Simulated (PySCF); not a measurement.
Vertical excitations of a molecule C₄H₉Al from TDA-PBE/def2-SVPD (PySCF), as energy in eV (oscillator strength): 5.13 (0.062), 5.42 (0.060), 5.46 (0.062), 5.69 (0.085), 6.13 (0.008), 6.20 (0.020), 6.45 (0.011), 6.56 (0.028), 6.68 (0.015), 6.89 (0.066). Lowest triplet (TDA): 3.73 eV. Geometry optimised at B3LYP-D3(BJ)/def2-SVP. The values are those of a single conformer.

### Question
Which molecule gave these data?
A) C=C[CH2][AlH][CH3]
B) C=[CH][AlH][CH2]C
C) C=[CH][Al]([CH3])[CH3]

### Answer
A, C=C[CH2][AlH][CH3]
